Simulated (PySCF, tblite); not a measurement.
C7H11OP.
Atom-mapped SMILES: `[CH2:1]=[CH:2][P:3]1[CH2:4][CH:5]=[C:6]([O:7][CH3:8])[CH2:9]1` (hydrogens: H10, H11 on C1; H12 on C2; H13, H14 on C4; H15 on C5; H16, H17, H18 on C8; H19, H20 on C9)

Jobs on this species (20 atoms, 76 electrons) with PySCF (density fitting) and tblite. Hardware of each: one thread of an Arm Neoverse V2, no GPU, on a shared host. Other jobs ran on the host; a repeat could differ by tens of per cent or more.

Task: Rank these jobs by wall time, shortest first.
A. PBE0/pcSseg-1, IEF-PCM tetrahydrofuran; shieldings, ring-centre shieldings; 215 basis functions
B. PBE0-D3(BJ)/def2-SVP, grid level 1; geometry optimisation from a GFN2-xTB start shaken at random; 185 basis functions
C. GFN2-xTB; Hessian by finite differences
D. CAM-B3LYP/def2-SVPD; 10 singlets by full TDDFT, 4 Tamm–Dancoff triplets, polarisability, ΔSCF ions; 275 basis functions

Result: C (0.71 s), A (40 s), B (2.2 min), D (5.2 min).

All jobs:

```
                    level and settings                                                                           work  basis functions  SCF cycles  wall time
                              GFN2-xTB                                                  Hessian by finite differences                –           –     0.71 s
                              GFN2-xTB                                                              L-BFGS relaxation                –           –     0.93 s
                         PBE0/pcSseg-1                shieldings, ring-centre shieldings, charges and field gradients              215          14       35 s
                        B3LYP/pcSseg-1                                             shieldings, ring-centre shieldings              215          14       36 s
PBE0/pcSseg-1, IEF-PCM tetrahydrofuran                                             shieldings, ring-centre shieldings              215          14       40 s
        PBE0/pcSseg-1, IEF-PCM benzene                shieldings, ring-centre shieldings, charges and field gradients              215          14       40 s
    PBE0-D3(BJ)/def2-SVP, grid level 1                   geometry optimisation from a GFN2-xTB start shaken at random              185          55    2.2 min
                   CAM-B3LYP/def2-SVPD  10 singlets by full TDDFT, 4 Tamm–Dancoff triplets, polarisability, ΔSCF ions              275          13    5.2 min
```

Task: What do all jobs in the table cost together?

Result: About 9.9 min; the longest takes about 52 % of that, and about 440 times as long as the shortest.
